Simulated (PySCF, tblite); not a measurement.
Species: CH11O2PSi3.
SMILES: `O[Si@@H]([SiH3])OC[SiH2]P`

Jobs on this species (18 atoms, 90 electrons) with PySCF (density fitting) and tblite. Hardware of each: one thread, Arm Neoverse V1 (aarch64), no GPU, shared host. The host was shared with other jobs, so the times are rough.

```json
{"level and settings": "GFN2-xTB", "work": "Hessian by finite differences", "basis functions": "–", "SCF cycles": "–", "wall time": "0.96 s"}
{"level and settings": "B3LYP/def2-SVPD", "work": "8 singlets by full TDDFT, 3 Tamm–Dancoff triplets, polarisability", "basis functions": "250", "SCF cycles": "?", "wall time": "?"}
{"level and settings": "GFN2-xTB", "work": "L-BFGS relaxation", "basis functions": "–", "SCF cycles": "–", "wall time": "?"}
{"level and settings": "PBE0/pcSseg-1", "work": "shieldings, charges and field gradients", "basis functions": "202", "SCF cycles": "13", "wall time": "40 s"}
```

Problem. Fill in the missing figures.

Solution. 
- B3LYP/def2-SVPD; 8 singlets by full TDDFT, 3 Tamm–Dancoff triplets, polarisability: 70 s, 13 SCF cycles
- GFN2-xTB; L-BFGS relaxation: 2.5 s

Problem. What do all jobs in the table cost together?

Solution. About 1.9 min; the longest takes about 62 % of that, and about 73 times as long as the shortest.
